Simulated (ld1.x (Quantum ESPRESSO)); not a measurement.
# Transferability test, TM potential for lanthanum (La)

| Property | Result |
| --- | --- |
| Element | lanthanum (La) |
| Generator | ld1.x (Quantum ESPRESSO) 7.5 |
| Type | norm-conserving Troullier–Martins (Kleinman–Bylander form) |
| Functional | PBE |
| Relativity | scalar-relativistic |
| Frozen core | [Kr] 4d10 5s2 |
| Valence charge | 9 |
| Reference configuration | 4f0 5p6 5d1 6s1.5 6p0 (charge +0.5) |
| Partial waves | 6s (bound): rc 3.05 bohr; 5p (bound): rc 2.55 bohr; 4f (bound, empty): rc 1.35 bohr; 5d (bound): rc 3.45 bohr |
| Local potential | the d channel |
| Core correction | none |

Energies are relative to the spin-unpolarised reference configuration 4f0 5p6 5d1 6s1.5 6p0; without spin polarisation the order of configurations can differ from experiment. Not all tests gave a result: 1 of 7 tests not solved or not reliable. Left out of the table: 4f1 5p6 5d0 6s2 6p0 (solver errors, printed error -1499 eV).

```csv
valence configuration,charge,ΔE all-electron (eV),error AE − PS (meV)
4f0 5p6 5d1 6s2 6p0,0,-2.399,+0.3
4f0 5p6 5d1 6s1 6p0,+1,3.566,-0.2
4f0 5p6 5d0 6s2 6p1,0,-0.093,+114
4f1 5p6 5d0 6s1 6p0,+1,3.833,+436
```

Question: What are ΔE and the potential's error for 4f0 5p6 5d2 6s1 6p0?

Answer: ΔE = -1.606 eV all-electron; the error (AE − PS) is -10 meV.

Question: What are ΔE and the potential's error for 4f0 5p6 5d1 6s0 6p0?

Answer: ΔE = 14.455 eV all-electron; the error (AE − PS) is +15 meV.

Levels in the configuration 4f0 5p6 5d2 6s1 6p0:

```tsv
level	all-electron (eV)	pseudo (eV)
5p	-20.931	-20.885
5d	-2.144	-2.134
6s	-3.127	-3.130
```

Note: ghost state, extra bound levels that the all-electron valence spectrum of the same l lacks: s at -19.2 eV. A true bound ghost makes a file unfit for plane-wave use.
